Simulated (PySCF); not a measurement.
Give a PBE0-D3(BJ)/def2-SVP geometry of `C[BH2-][PH3+]`.

Z-matrix in Å and degrees, rows numbered from 1:
```
C 
B   1  1.6134
P   2  1.9487  1  110.35
H   1  1.1027  2  108.14  3  -179.46
H   1  1.1031  2  113.91  3   -61.45
H   1  1.1030  2  113.84  3    62.54
H   2  1.2278  1  116.22  3   113.05
H   2  1.2277  1  116.22  3  -113.04
H   3  1.4190  2  119.03  1   -60.24
H   3  1.4190  2  119.04  1    60.82
H   3  1.4157  2  116.26  1  -179.69
```

P3 (phosphorus bonded to B and 3 H) is distorted tetrahedral (angles from 99.1° to 119.0°). B2 (four-coordinate boron) is distorted tetrahedral (angles from 100.1° to 116.2°).

Theory: PBE0-D3(BJ)/def2-SVP geometry optimisation, gas phase (PySCF 2.14.0).

Point group: Cs (every atom within 0.08 Å of its image). Stationary, but not proved a minimum.

***

Task: Give a PBE0-D3(BJ)/def2-SVP geometry of `O[SiH2][SeH]`.

Result: 
```
atom  x, y, z in Å
O1    -1.087   -0.863    0.361
Si2   -0.154    0.494    0.144
Se3    1.891    0.027   -0.758
H4    -1.160   -1.454   -0.394
H5    -0.732    1.457   -0.839
H6    -0.038    1.099    1.495
H7     2.299   -0.799    0.390
```

Orientation and origin are arbitrary. Atoms count from 1 in this order. Si2 (oxygen-bound silicon) is distorted tetrahedral (angles from 102.6° to 113.3°). Se3 (selenium bonded to Si and H) is bent (angle 93.1°).

Bonds between heavy atoms (Å): O1–Si2 1.661, Si2–Se3 2.283.

Method: PBE0-D3(BJ)/def2-SVP geometry optimisation, gas phase (PySCF).

Stationary, but not proved a minimum. One conformer, not necessarily the lowest (H–O1–Si2–Se3 -49°, O1–Si2–Se3–H -62°).
